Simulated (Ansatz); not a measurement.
System: sum formula BOCl, charge 0, multiplicity 1. 
Structure (B3LYP-D3(BJ)/def2-TZVP (Ansatz, an electronic-structure program) minimum search):
```xyz
3

B      0.0000     0.0000    -0.6343
O      0.0000     0.0000    -1.8390
Cl     0.0000     0.0000     1.0520
```

Wanted: atomisation energy (electronic, to ground-state atoms), in kcal/mol. Valence correlation only, unless marked. UHF or UKS for open shells. No spin-orbit coupling. Non-relativistic. The coupled-cluster limit lacks core correlation, which all-electron functionals hold. CBS(X,Y): correlation extrapolated as X^-3; Hartree-Fock from the larger set.

```json
[
 {"level": "HF/cc-pwCVTZ", "program": "Ansatz", "atomisation energy (kcal/mol)": "224.4"}
]
```

Question: Estimate the value at CCSD(T)/CBS(aug-cc-pV(T+d)Z,aug-cc-pV(Q+d)Z) as computed with Ansatz.

Answer: 315.6 kcal/mol
